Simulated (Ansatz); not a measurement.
Reactions of CH9GeNSi (`C[NH][GeH2][SiH3]`).

Isolated molecules relaxed with PBE0-D4/def2-TZVP in Ansatz; ΔE leaves out vibrations. CCSD(T)/CBS is the MP2 limit (def2-TZVPP, def2-QZVPP) plus CCSD(T) − MP2 in def2-TZVPP, frozen cores. This one scheme is used for every species, atoms too. Functionals use def2-TZVPP. Open shells (•) are unrestricted, without spin–orbit coupling. Spin–orbit coupling would lower the free atoms: a little for C, Si; clearly for Ge. Bonds to Ge are less sure, by a few kJ/mol each and by 10 to 20 or more in all where they break to atoms, as the def2 sets lack core-valence functions. Scalar relativity is left out up to krypton. One conformer a species, not always the lowest.

```tsv
reaction	CCSD(T)/CBS(def2) (kcal/mol)
`C[NH][GeH2][SiH3]` → `[SiH3][GeH3]` + `C=N`	27.9
`C[NH][GeH2][SiH3]` → `C[NH][GeH3]` + `[SiH2]`	59.9
`C[NH][GeH2][SiH3]` + CH₃NH₂ → `C[NH][GeH2][NH]C` + SiH₄	?
`C[NH][GeH2][SiH3]` + H₂O → `C[NH][GeH2][OH]` + SiH₄	?
`C[NH][GeH2][SiH3]` + HCl → `[SiH3][GeH2][Cl]` + CH₃NH₂	-17.6
`C[NH][GeH2][SiH3]` + H₂ → `[SiH3][GeH3]` + CH₃NH₂	-5.8
`C[NH][GeH2][SiH3]` + HCl → `C[NH][GeH2][Cl]` + SiH₄	-18.9
`C[NH][GeH2][SiH3]` → C• + Ge• + 9 H• + N• + Si•	980.8
`C[NH][GeH2][SiH3]` + H₂O → `[OH][GeH2][SiH3]` + CH₃NH₂	?
`C[NH][GeH2][SiH3]` + silanol → `[SiH3][O][GeH2][SiH3]` + CH₃NH₂	-8.9
```

Problem. Fill in the missing values. (Estimate.)

Solution. Ansatz gave: `C[NH][GeH2][SiH3]` + CH₃NH₂ → `C[NH][GeH2][NH]C` + SiH₄: -1.2 kcal/mol; `C[NH][GeH2][SiH3]` + H₂O → `C[NH][GeH2][OH]` + SiH₄: -6.2 kcal/mol; `C[NH][GeH2][SiH3]` + H₂O → `[OH][GeH2][SiH3]` + CH₃NH₂: -3.6 kcal/mol.

Largest T1 diagnostic: 0.014, for `[SiH2]`.
